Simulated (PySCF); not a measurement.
C3H6AuN, charge -1, doublet, geometry from GFN2-xTB (such geometries of metal compounds can be far from the true shape) (the multiplicity is a formal guess) (core potentials on Au) (a gas-phase anion, which may not be bound at this level); DF-B3LYP/def2-SVP run with PySCF.

The PySCF input:
```python
from pyscf import gto, scf, dft

mol = gto.Mole()
mol.atom = '''
    Au    0.341711    0.055074   -0.337038
    C     1.699818    0.540479   -1.832344
    H     2.595893   -0.094871   -1.835503
    H     2.081230    1.568080   -1.768324
    H     1.287392    0.453572   -2.846332
    C    -2.616804   -0.721516    2.757288
    N    -1.919171    0.008145    1.706044
    C    -0.928383   -0.425489    1.077054
    H    -2.587001   -0.132111    3.681651
    H    -2.197772   -1.721150    2.969291
    H    -3.668537   -0.842201    2.470959
'''
mol.basis = 'def2-svp'
mol.ecp = {'Au': 'def2-svp'}
mol.charge = -1
mol.spin = 1
mol.verbose = 3
mol.build()

mf = dft.UKS(mol)
mf.xc = 'b3lyp'
mf.grids.prune = dft.gen_grid.sg1_prune
mf = mf.density_fit(auxbasis='def2-universal-jkfit')
mf.kernel()
mf.analyze()
```

What the program printed (banner, timings and long lists left out):

```
Traceback (most recent call last):
  File "input.py", line 28, in <module>
  File "<string>", line 2, in kernel
  File "site-packages/pyscf/scf/hf.py", line 2099, in scf
  File "site-packages/pyscf/scf/hf.py", line 132, in kernel
  File "site-packages/pyscf/dft/uks.py", line 42, in get_veff
  File "site-packages/pyscf/dft/uks.py", line 192, in initialize_grids
  File "site-packages/pyscf/dft/rks.py", line 506, in initialize_grids
  File "site-packages/pyscf/dft/gen_grid.py", line 653, in build
  File "<string>", line 6, in gen_atomic_grids
  File "site-packages/pyscf/dft/gen_grid.py", line 318, in gen_atomic_grids
  File "site-packages/pyscf/dft/gen_grid.py", line 81, in sg1_prune
IndexError: index 79 is out of bounds for axis 0 with size 19
```

The run crashed.
